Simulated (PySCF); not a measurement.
# TlS⁻: frontier orbitals

PBE0 at R = 2.430 Å; Tl def2-SVPD with ECP60, S def2-SVPD; scalar-relativistic core potentials (PySCF 2.14). State: ¹Σ⁺ (singlet), closed shell. Only the outer orbitals are listed, counted within each symmetry, core potentials removing the inner ones.

```csv
orbital,occ.,ε (eV),on Tl (%),main shells (%)
8σ,2,-5.49,74,"72 Tl s, 18 S p"
4π,2,-0.95,10,"90 S p, 10 Tl p"
4π,2,-0.95,10,"90 S p, 10 Tl p"
9σ,2,-0.88,44,"56 S p, 27 Tl p, 16 Tl s"
5π,0,3.19,88,"77 Tl p, 12 Tl d, 10 S p"
5π,0,3.19,88,"77 Tl p, 12 Tl d, 10 S p"
```

**Question.** Which are the highest filled and the lowest empty level, where do they sit, and how wide is the gap?

**Answer.** Highest filled 9σ at -0.88 eV (in %: 56 S p, 27 Tl p, 16 Tl s); lowest empty 5π at 3.19 eV (in %: 77 Tl p, 12 Tl d, 10 S p); the gap at PBE0 is 4.07 eV. An empty level above zero is unbound, and its energy depends on the basis.

The bond order (Mayer) is 1.51, the ⟨S²⟩ is 0.000 and the charge on Tl (Mulliken, basis-dependent) is 0.16. The charge on Tl (Löwdin, basis-dependent) is -0.12, the dipole moment (positive dipole points towards S; it is taken about the centre of mass and depends on that origin) is -7.26 D and the polarisability along the bond is 165.8 bohr³. The polarisability across the bond is 87.8 bohr³.

These are scalar-relativistic numbers at best; spin–orbit coupling would shift them, the dissociation energy most.
